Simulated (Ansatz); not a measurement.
A structure relaxed at PBE0/def2-SVP in Ansatz, charge 1, doublet:

```tsv
atom	x (Å)	y (Å)	z (Å)
Mg1	0.068	-2.686	-1.070
Mg2	-0.100	3.031	0.122
Mg3	-1.497	0.167	-0.201
Mg4	1.475	0.271	-0.263
Mg5	-0.061	-0.294	-3.020
Mg6	0.019	1.221	2.620
Mg7	0.096	-1.710	1.813
```

**Question.** Give its formula and point group.

**Answer.** Mg7⁺. Point group C2v (tolerance 0.1 Å).

**Question.** Summarise the bond lengths by kind (pairs closer than 1.2 times the sum of covalent radii, bridged metal pairs left out).

**Answer.** 15 × Mg–Mg 2.97 to 3.37 Å.

The structure comes from a short search, and lower isomers may exist.
